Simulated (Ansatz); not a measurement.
Cost and result for the atomization energy of CH5InOS2, SMILES `C[O][In]([SH])[SH]` (10 atoms, 9 bonds).

```xyz
10

C     0.207   -0.302    1.901
O     0.901   -0.073    0.702
In   -0.046    0.163   -1.017
S    -2.419    0.101   -0.980
S     1.339    0.492   -2.905
H     0.928   -0.288    2.725
H    -0.549    0.467    2.113
H    -0.295   -1.278    1.917
H    -2.516    0.315   -2.303
H     2.451    0.403   -2.153
```

The species carries charge 0 and has multiplicity 1. Correlated methods include outer-core shells of In, which these sets cover unevenly. In takes the def2 core potential. The geometry is a stationary point of PBE0-D4/def2-TZVP. It is one conformer, not always the lowest. Program: Ansatz. Hardware: A = 2 threads of an AMD EPYC 7R13 on a shared host; B = 2 threads of an AMD EPYC 7R13 on a shared host and a share of an NVIDIA H100 80 GB. Times are those of one run each, without the atoms' runs, and a repeat can differ threefold. Electronic energies, without spin–orbit coupling; frozen cores. CCSD(T)/CBS adds CCSD(T) − MP2 in def2-TZVPP to the MP2 limit, and its time is that of the two runs behind it. T1 = 0.015. With those shells the extrapolation isn't a true limit. B3LYP takes the VWN-RPA correlation (the form of Gaussian; ORCA's B3LYP/G).

CCSD(T)/CBS is a level of theory with its own doubt, some kJ/mol a heavy atom from the limit and from the frozen cores, so smaller differences don't rank the functionals.

| level | functions | wall time | atomization (kJ/mol) | difference from CCSD(T)/CBS | per bond |
| --- | --- | --- | --- | --- | --- |
| PBE-D4/def2-TZVPP (with forces) [A] | 266 | 4.3 s | 3254.0 | 36.4 | 4.1 |
| MP2/def2-QZVPP [B] | 486 | 6 s | 3222.3 | 4.7 | 0.5 |
| PBE0-D4/def2-TZVPP [A] | 266 | 6.5 s | 3186.6 | -31.0 | -3.4 |
| r2SCAN-D4/def2-TZVPP (with forces) [A] | 266 | 8.5 s | 3213.3 | -4.3 | -0.5 |
| B3LYP-D4/def2-TZVPP (with forces) [A] | 266 | 10 s | 3166.9 | -50.7 | -5.6 |
| B2PLYP/def2-TZVPP [A] | 266 | 11 s | 3138.1 | -79.5 | -8.8 |
| CCSD(T)/def2-TZVPP [B] | 266 | 12 s | 3112.0 | -105.6 | -11.7 |
| ωB97X-V/def2-TZVPP [A] | 266 | 14 s | 3220.4 | 2.8 | 0.3 |
| CCSD(T)/CBS(def2) | – | 18 s | 3217.6 | 0.0 | 0.0 |
| ωB97M-V/def2-TZVPP (with forces) [A] | 266 | 20 s | 3214.9 | -2.7 | -0.3 |

In def2-TZVPP, CCSD(T) changes the Hartree–Fock value by +900.8 kJ/mol (the triples alone add +62.7 kJ/mol) and MP2 by +948.7 kJ/mol; breaking electron pairs costs correlation energy, which Hartree–Fock lacks. The D4 term adds +37.4 kJ/mol with B3LYP and +20.1 kJ/mol with PBE0; it sums over pairs of atoms, weighted by their polarisabilities, and B3LYP, whose exchange is more repulsive, gets the larger term. From PBE to PBE0 (25 % exact exchange), in def2-TZVPP and without D4, the atomization energy moves by −64.4 kJ/mol: exact exchange takes away binding that semilocal exchange gives to molecules.

Spin–orbit coupling would lower the free In atoms strongly, and the atomization energy with them, by more than many differences here.
